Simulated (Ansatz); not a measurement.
C2H3B, SMILES `B=C=C` (charge 0, multiplicity 1).

The numbers are results of frozen-core CCSD(T)/cc-pVDZ // B3LYP-D3(BJ)/def2-TZVP (Ansatz, a quantum-chemistry and plane-wave program), not measurements.

Ansatz 0.2 input:
```yaml
crystal:
  periodic: [false, false, false]
  atoms:
    - { symbol: B, position_ang: [1.552815, -0.067851, -0.49522] }
    - { symbol: C, position_ang: [0.205053, -0.008828, -0.372129] }
    - { symbol: C, position_ang: [-1.104473, 0.048217, -0.252871] }
    - { symbol: H, position_ang: [2.713829, -0.118436, -0.600569] }
    - { symbol: H, position_ang: [-1.673052, 0.943835, -0.500308] }
    - { symbol: H, position_ang: [-1.694177, -0.796939, 0.100115] }
basis:
  gaussian: { orbitals: cc-pVDZ }
correlation:
  method: ccsd_t
```

Output:

```
Functional definition: HF
525 factors; integrals over basis functions are off by at most 1.3e-3 eV
mean field evaluation 1: about -2775.1310 eV, gradient 2.6e1 eV
mean field evaluation 2: about -2775.1330 eV, gradient 2.6e1 eV
mean field evaluation 4: about -2777.2336 eV, gradient 2.8e0 eV
mean field evaluation 8: about -2777.2751 eV, gradient 1.1e-3 eV
mean field evaluation 16: about -2777.2729 eV, gradient 2.9e-1 eV
mean field -2777.27511162 eV, -102.0629778473 hartree, gradient 2.5e-6 eV, S^2 0.000000; 0 other end points of the search recorded, 0 dependent functions left out; unrestricted orbitals would lower it
3 core orbitals not correlated
reference -2777.27511162 eV, -102.0629778473 hartree; 7, 7 occupied and 47, 47 virtual orbitals, 525 factors
second order -9.00565617 eV of doubles, -0.00000000 eV of singles
cycle   1  -9.47007712 eV  change   -4.6e-1 eV  update   8.4e-2
cycle   2  -9.79871856 eV  change   -3.3e-1 eV  update   2.9e-2
cycle   3  -9.87932189 eV  change   -8.1e-2 eV  update   1.4e-2
cycle   4  -9.87782491 eV  change    1.5e-3 eV  update   3.7e-3
cycle   5  -9.87859656 eV  change   -7.7e-4 eV  update   1.3e-3
cycle   6  -9.87872591 eV  change   -1.3e-4 eV  update   3.4e-4
cycle   7  -9.87876902 eV  change   -4.3e-5 eV  update   1.2e-4
cycle   8  -9.87883154 eV  change   -6.3e-5 eV  update   4.8e-5
cycle   9  -9.87882858 eV  change    3.0e-6 eV  update   1.6e-5
perturbative correction -0.42670072 eV, -0.0156809622 hartree
Total energy: -2787.58064092 eV, -102.4416990638 hartree
```
